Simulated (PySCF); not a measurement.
Orbital picture of CsCl⁻

UHF at R = 3.144 Å; Cs def2-SVPD with ECP46, Cl def2-SVPD; scalar-relativistic core potentials (PySCF 2.14). State: ²Σ⁺ (doublet), unpaired electrons σ ↑. Only the outer orbitals are listed, counted within each symmetry, core potentials removing the inner ones.

```
spin  orbital  occ.  ε (eV)  on Cs (%)   main shells (%)
   α       5σ     1  -22.16          1           99 Cl s
   α       2π     1  -15.09        100          100 Cs p
   α       2π     1  -15.09        100          100 Cs p
   α       6σ     1  -14.86         98           98 Cs p
   α       7σ     1   -6.37          4           96 Cl p
   α       3π     1   -6.23          0          100 Cl p
   α       3π     1   -6.23          0          100 Cl p
   α       8σ     1   -0.40        101  71 Cs s, 30 Cs p
   α       4π     0    1.63        100          100 Cs p
   α       4π     0    1.63        100          100 Cs p
   α       9σ     0    1.77         98           96 Cs p
   β       5σ     1  -22.15          1           99 Cl s
   β       2π     1  -15.07        100          100 Cs p
   β       2π     1  -15.07        100          100 Cs p
   β       6σ     1  -14.82         98           98 Cs p
   β       7σ     1   -6.35          3           97 Cl p
   β       3π     1   -6.23          0          100 Cl p
   β       3π     1   -6.23          0          100 Cl p
   β       4π     0    1.68        100          100 Cs p
   β       4π     0    1.68        100          100 Cs p
   β       8σ     0    1.76        100          100 Cs p
```

Q: Which are the highest filled and the lowest empty level, where do they sit, and how wide is the gap?

A: Highest filled α 8σ at -0.40 eV (in %: 71 Cs s, 30 Cs p); lowest empty α 4π at 1.63 eV (in %: 100 Cs p); the gap at UHF is 2.03 eV. An empty level above zero is unbound, and its energy depends on the basis.

```json
{
  "bond order (Mayer)": "0.02",
  "⟨S²⟩": "0.750",
  "charge on Cs (Mulliken, basis-dependent)": "-0.04",
  "charge on Cs (Löwdin, basis-dependent)": "-0.14",
  "dipole moment (positive dipole points towards Cl; it is taken about the centre of mass and depends on that origin)": "1.14 D"
}
```

Shares are Mulliken populations and can fall outside 0 to 100 %.

Spin–orbit coupling is left out. The state was picked by a PBE0 search and need not be the measured ground state.
